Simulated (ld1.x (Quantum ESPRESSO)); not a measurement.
**neon (Ne) RRKJ: all-electron and pseudo phase curves**

- Element: Ne
- Generator: ld1.x (Quantum ESPRESSO) 7.5
- Type: norm-conserving RRKJ (Kleinman–Bylander form)
- Functional: PBE
- Relativity: non-relativistic
- Frozen core: [He]
- Valence charge: 8
- Reference configuration: 2s2 2p5 (charge +1)
- Partial waves: 2s (bound): rc 0.70 bohr; 2p (bound): rc 0.80 bohr; 3d channel at 0.2 Ry: rc 0.65 bohr
- Local potential: all-electron potential smoothed inside 0.55 bohr (lloc = -2)
- Core correction: a·sin(br)/r model core inside 0.65 bohr
- rho0: 0.01

The phase is arctan(r·u′/u) with u = r·R(r), unwrapped; energies in Ry, scanned from -6 to 5 Ry. A pole is an energy at which the radial function vanishes at the test radius. The pseudo phase is shifted by a multiple of π to meet the all-electron one at the reference energy, and phase errors are pseudo minus all-electron; the curves can meet again beyond the range given. Levels narrower than the energy grid can be missing from the lists of poles.

```
channel  radius (bohr)  reference energy (Ry)  poles, all-electron  poles, pseudo  unbroken range about the reference energy with phases within 0.05 rad  phase error 1 Ry above the reference energy (rad)
      s           0.90                  -4.08                 4.86           4.76                                                        the whole range                                             -0.000
      p           0.90                  -2.37                 3.86           3.94                                                        the whole range                                             +0.000
      d           0.90                   0.20                 none           none                                                        the whole range                                             +0.000
```

Phases in the d channel:

```csv
E (Ry),all-electron,pseudo
-6.00,1.224,1.224
-5.48,1.216,1.216
-4.96,1.208,1.208
-4.44,1.199,1.199
-3.92,1.189,1.189
-3.40,1.179,1.179
-2.88,1.167,1.167
-2.36,1.155,1.155
-1.84,1.143,1.143
-1.32,1.129,1.129
-0.80,1.113,1.113
-0.28,1.097,1.097
0.24,1.078,1.078
0.76,1.058,1.058
1.28,1.036,1.036
1.80,1.012,1.012
2.32,0.984,0.984
2.84,0.954,0.954
3.36,0.919,0.919
3.88,0.880,0.880
4.40,0.835,0.835
4.92,0.784,0.784
```
